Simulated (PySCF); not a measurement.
## Working out the ionisation energy of Zr²⁺

Zr²⁺ [Kr] 4d2 (3F) → Zr³⁺ [Kr] 4d1 (2D). Calculation: PySCF 2.14, in def2-TZVPPD with the def2 core potential (28 electrons); scalar relativity through the core potential. Frozen: nothing. Energies in hartree (1 hartree = 27.21139 eV):

```json
{"part": "UHF", "Zr²⁺ (lower)": "-45.801613", "Zr³⁺ (upper)": "-44.978261"}
{"part": "MP2 opposite-spin", "Zr²⁺ (lower)": "-0.134927", "Zr³⁺ (upper)": "-0.126832"}
{"part": "MP2 same-spin", "Zr²⁺ (lower)": "-0.053124", "Zr³⁺ (upper)": "-0.046971"}
```

Question: What does Hartree-Fock give?

Answer: (-44.978261) − (-45.801613) = 0.823352 hartree = 22.405 eV.

Question: What do MP2 and SCS-MP2 (6/5 opposite-spin, 1/3 same-spin) give?

Answer: The opposite-spin parts differ by 0.220 eV and the same-spin parts by 0.167 eV. MP2: 22.405 + (0.220) + (0.167) = 22.792 eV. SCS-MP2: 22.405 + 1.2 × (0.220) + (0.167)/3 = 22.725 eV.

Reference: 23.170 eV (semi-empirical (NIST evaluation); NIST Atomic Spectra Database, ionization energies), between the lowest levels; spin-orbit coupling is absent from the calculation.

What remains against the reference includes basis incompleteness and correlation beyond second order.
